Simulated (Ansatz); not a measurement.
CH6AlNSi, SMILES `N=[C]([AlH2])[SiH3]`, relaxed with RKS PBE0-D4/def2-TZVP in the Gaussian-basis code of Ansatz from a PBE-D4/def2-SVP geometry. The force threshold is 0.005 eV/Å; the program also tests the step.

Total charge 0; spin multiplicity 1.

Start:

```xyz
10

N     1.333   -0.265   -1.161
C     0.383   -0.089   -0.291
Al    0.612   -0.777    1.584
Si   -1.181    0.829   -0.895
H     2.141   -0.774   -0.731
H     2.037   -1.490    1.792
H    -0.475   -0.652    2.754
H    -1.098    1.209   -2.347
H    -1.371    2.064   -0.047
H    -2.381   -0.056   -0.659
```

```tsv
step	energy (eV)	largest force (eV/Å)	largest move (Å)
1	-17089.5017	0.919	0.000
2	-17089.5359	0.272	0.038
3	-17089.5388	0.062	0.019
4 (rejected)	-17089.5384	0.073	0.017
5	-17089.5393	0.027	0.008
6	-17089.5395	0.010	0.017
7	-17089.5396	0.010	0.006
8	-17089.5396	0.018	0.004
9	-17089.5396	0.007	0.006
10	-17089.5396	0.007	0.004
11	-17089.5396	0.005	0.003
12 (rejected)	-17089.5396	0.005	0.005
13	-17089.5396	0.002	0.002
```

End:

```xyz
10

N     1.304   -0.267   -1.121
C     0.357   -0.084   -0.272
Al    0.621   -0.774    1.575
Si   -1.178    0.827   -0.896
H     2.100   -0.767   -0.706
H     2.032   -1.486    1.744
H    -0.434   -0.641    2.752
H    -1.058    1.202   -2.327
H    -1.379    2.042   -0.058
H    -2.364   -0.052   -0.690
```

Run time 48 s (2 threads of an Arm Neoverse V2 on a shared host); peak host memory 0.39 GiB.
